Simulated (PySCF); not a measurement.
This PySCF input asks for the NMR shieldings of SMILES C[N@H+]1[BH2-]C[Si]1(C)C, C4H14BNSi; the geometry comes from GFN2-xTB.

```python
import basis_set_exchange as bse
import numpy as np
from pyscf import gto, dft
from pyscf.prop import nmr

atoms = """
C    -1.234554   -0.964275   -1.432676
N    -0.999074    0.067993   -0.439052
B    -1.669815   -0.150402    1.081726
C    -0.315028    0.317454    1.922616
Si    0.658708    0.327811    0.318886
C     1.377874    1.907141   -0.470004
C     1.757677   -1.163764   -0.116016
H    -0.726537   -0.741798   -2.375409
H    -0.862677   -1.910729   -1.048628
H    -2.302666   -1.072015   -1.625026
H    -1.376442    0.938551   -0.794767
H    -2.608801    0.569920    1.177193
H    -1.921490   -1.304112    1.191228
H    -0.389917    1.286818    2.410424
H     0.039023   -0.382177    2.674830
H     2.353539    2.127626   -0.050780
H     0.744260    2.769927   -0.288402
H     1.501024    1.804960   -1.545308
H     1.358996   -2.075845    0.316010
H     1.848924   -1.311092   -1.188820
H     2.758056   -1.025048    0.281504
"""
names = dict.fromkeys(["C", "N", "B", "Si", "H"], "pcSseg-1")
basis = {el: gto.basis.parse(bse.get_basis(n, elements=[el], fmt="nwchem")) for el, n in names.items()}
mol = gto.M(atom=atoms, basis=basis, charge=0, verbose=0)
mf = dft.RKS(mol, xc="PBE0")
mf.grids.level = 2
mf.grids.alignment = dft.numint.BLKSIZE   # the property module wants whole blocks of grid points
mf.conv_tol = 1e-9
mf.kernel()

calc = nmr.RKS(mf)   # GIAO
C = mf.mo_coeff
Co = C[:, mf.mo_occ > 0]
resp = mf.gen_response(singlet=True, hermi=2)
def vind(x):   # induced exchange potential for any number of trial vectors
    d = np.einsum("pi,xij,qj->xpq", C, 2 * x.reshape(-1, C.shape[1], Co.shape[1]), Co, optimize=True)
    return np.einsum("xpq,pi,qj->xij", resp(d - d.transpose(0, 2, 1)), C, Co, optimize=True).ravel()
mo1, _ = nmr.rhf.solve_mo1(calc, with_cphf=vind)
sigma = calc.kernel(mo1)
for i, s in enumerate(sigma):   # ppm
    w = np.linalg.eigvalsh((s + s.T) / 2)
    print("%2d %-2s iso %8.1f  s11 %8.1f  s22 %8.1f  s33 %8.1f" % (i, mol.atom_pure_symbol(i), w.mean(), *w))
```

Question: What does it print?

Answer: 
```
 0 C  iso    151.6  s11    130.7  s22    141.2  s33    182.9
 1 N  iso    227.3  s11    211.7  s22    229.8  s33    240.6
 2 B  iso    114.0  s11     93.1  s22    105.8  s33    142.9
 3 C  iso    186.0  s11    172.5  s22    185.3  s33    200.1
 4 Si iso    301.5  s11    271.6  s22    293.0  s33    339.8
 5 C  iso    183.2  s11    174.1  s22    181.8  s33    193.7
 6 C  iso    187.8  s11    183.8  s22    186.9  s33    192.9
 7 H  iso     29.5  s11     24.7  s22     27.2  s33     36.6
 8 H  iso     29.4  s11     25.3  s22     29.0  s33     33.9
 9 H  iso     29.2  s11     24.6  s22     26.6  s33     36.4
10 H  iso     30.3  s11     24.3  s22     28.0  s33     38.7
11 H  iso     28.6  s11     24.6  s22     28.3  s33     32.8
12 H  iso     29.0  s11     25.0  s22     29.5  s33     32.7
13 H  iso     31.3  s11     27.6  s22     28.3  s33     38.0
14 H  iso     31.4  s11     27.1  s22     28.8  s33     38.3
15 H  iso     31.6  s11     27.2  s22     28.7  s33     38.8
16 H  iso     31.3  s11     27.0  s22     29.2  s33     37.9
17 H  iso     31.5  s11     27.4  s22     29.4  s33     37.6
18 H  iso     31.0  s11     26.5  s22     29.0  s33     37.6
19 H  iso     31.5  s11     27.5  s22     29.1  s33     37.8
20 H  iso     31.5  s11     27.2  s22     28.6  s33     38.8
```

These numbers come from an equivalent density-fitted implementation of the same equations, which agrees with the script to about 0.01 ppm for H and up to a few tenths of a ppm for heavy atoms, so last digits may differ.

Size and cost of the density-fitted run: 196 basis functions, 30 s wall time on 1 thread of an Arm Neoverse V2, shared host; peak memory 0.88 GiB.
